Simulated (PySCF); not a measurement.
CH₇NSi₂, SMILES N1[SiH2][SiH2]C1. Atoms are numbered in the order given.

```xyz
11

C     -1.2477    -0.7647     0.0000
N     -1.1361     0.7023     0.0000
Si     0.5416     1.1898     0.0000
Si     0.6504    -1.1501     0.0000
H     -1.7671    -1.1659    -0.8914
H     -1.7671    -1.1659     0.8914
H     -1.9886     1.2542     0.0000
H      1.0003     1.9675     1.1961
H      1.0003     1.9675    -1.1961
H      1.1366    -1.8704     1.2130
H      1.1366    -1.8704    -1.2130
```

Coordinates come from a B3LYP-D3(BJ)/def2-SVP optimisation. This is a generated structure with no PubChem entry under its InChIKey; it may be hypothetical.

The numbers are results of B3LYP-D3(BJ)/def2-SVP in PySCF 2.14.0, not measurements.

Frequencies are harmonic and unscaled.

```tsv
mode	ν (cm⁻¹)	IR (km/mol)	Raman (Å⁴/amu)	depolarisation	moving atoms (share of kinetic energy)
1	85	2.0	0.0	–	H 39 %, N 37 %, C 17 %
2	321	5.9	0.5	0.75	H 96 %
3	425	97.8	10.5	0.75	H 96 %
4	431	2.2	20.7	0.42	Si 67 %, H 14 %, N 14 %
5	438	3.7	14.4	0.36	Si 65 %, N 13 %, C 13 %, H 9 %
6	537	29.8	2.2	0.75	H 87 %, Si 12 %
7	597	0.5	12.9	0.75	H 93 %
8	655	4.0	19.4	0.19	C 46 %, H 39 %, Si 14 %
9	668	40.0	12.0	0.75	H 84 %, Si 9 %
10	727	172.9	1.0	0.20	H 70 %, Si 18 %, C 11 %
11	767	9.1	11.8	0.35	H 52 %, N 29 %, Si 16 %
12	845	165.4	8.0	0.37	H 49 %, Si 25 %, N 25 %
13	849	10.8	5.9	0.75	H 74 %, C 21 %
14	948	88.5	13.3	0.74	H 95 %
15	1008	178.0	15.8	0.75	H 91 %
16	1057	14.0	4.5	0.70	H 34 %, C 33 %, N 33 %
17	1174	0.4	5.5	0.75	H 90 %
18	1175	18.1	8.1	0.37	H 73 %, C 20 %
19	1339	27.9	1.6	0.75	H 65 %, N 22 %, C 12 %
20	1482	4.0	19.3	0.62	H 92 %
21	2165	155.7	142.4	0.75	H 96 %
22	2177	186.2	210.5	0.12	H 98 %
23	2212	93.8	233.7	0.09	H 98 %
24	2220	127.4	102.2	0.75	H 96 %
25	2986	69.5	180.9	0.12	H 95 %
26	3025	35.3	138.0	0.75	H 90 %, C 10 %
27	3583	8.0	227.2	0.30	H 93 %
```
